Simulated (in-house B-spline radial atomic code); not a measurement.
The numbers below are computed, except where a source is named.
Building a PAW p channel for Se, r_c = 2.37 bohr

Se, [Ar] 3d10 4s2 4p4, non-relativistic LDA (VWN5), spherical and spin-unpolarised, from a B-spline radial code for spherical atoms (atomic units; all potentials screened as in the neutral atom).

Two all-electron partial waves φ1, φ2 are integrated outwards at E1 = ε(4p) = -0.245806 and E2 = E1 + 0.5 hartree; φ1 is the bound orbital and φ2 has unit norm inside r_c = 2.3735 bohr. Smooth partners are polynomials, r^2(a0 + a1 r² + a2 r⁴ + a3 r⁶), matched to φ and three derivatives at r_c, with no condition on the norm. The local potential is -4.12004 + (1.72844) r² + (-0.306957) r⁴ + (0.0202395) r⁶ inside 1.9485 bohr and the all-electron one outside.

```json
{"wave": "1", "φ(r_c)": "0.6331944", "φ'(r_c)": "-0.2190324", "a0": "0.5403789", "a1": "-0.1448994", "a2": "0.01598089", "a3": "-0.0006648483"}
{"wave": "2", "φ(r_c)": "0.275021", "φ'(r_c)": "-1.270387", "a0": "0.9691097", "a1": "-0.3173029", "a2": "0.03562462", "a3": "-0.001473072"}
```

Inside r_c the overlaps are <φi φj> = [[0.60092, 0.74416], [0.74416, 1.00000]] and, for the smooth waves, [[0.59261, 0.72294], [0.72294, 0.95491]]. With χj = (Ej − T − V_local) applied to smooth wave j, the program's quadrature gives the matrix B_ij = <smooth i, χj> as [[0.14136, 0.23054], [0.24115, 0.40593]].

**Question.** Check the match of the first wave, and find the augmentation charges q_ij.

**Answer.** At r_c the four terms are 3.04423, -4.59858, 2.85717, -0.66963, which sum to 0.6332, φ1(r_c) to rounding. q_ij is the all-electron overlap less the smooth one: [[0.00831, 0.02122], [0.02122, 0.04509]]. The smooth first wave has a norm of 0.5926 inside r_c against 0.6009, and q11 > 0 puts back the missing charge.

**Question.** B isn't symmetric. Show that D_ij = B_ij + Ej q_ij is.

**Answer.** Integrating by parts gives B12 − B21 = (E1 − E2) q12: 0.23054 − (0.24115) = -0.01061, and −0.5 × (0.02122) = -0.01061. So D12 = 0.23054 + (0.254194)(0.02122) = 0.23593 and D21 = 0.24115 + (-0.245806)(0.02122) = 0.23593; D11 = 0.13931, D22 = 0.41739. The projectors, p = (B⁻¹)ᵀ χ, are dual to the smooth waves; det B = 0.0018, small beside B11 B22, as the two smooth waves look alike inside r_c.

Solving (T + V_local + Σ p D p) ψ = E (1 + Σ p q p) ψ in a sphere of 9 bohr, whose wall lifts the free-atom level a little, gives these levels:

```csv
all-electron,one projector,two projectors
-0.245745,-0.245745,-0.245745
0.092633,0.092275,0.092633
0.403291,0.400816,0.403290
0.872473,0.861684,0.872383
1.487340,1.452390,1.486300
```

**Question.** What does the second projector gain?

**Answer.** With one projector the errors are 0.00, -0.36, -2.48, -10.79, -34.95 millihartree. With two the errors are 0.00, 0.00, 0.00, -0.09, -1.04 millihartree. The scattering is exact at E1 and at E2 = 0.254, and over all levels compared the largest error is 1 millihartree. The lowest eigenvalue of the overlap operator is 1 with one and 0.9482 with two projectors. The smooth orbital alone needs a cutoff of 4.03 hartree for 1 millihartree of kinetic energy, against 4.38 for a norm-conserving Troullier-Martins orbital of the same radius.
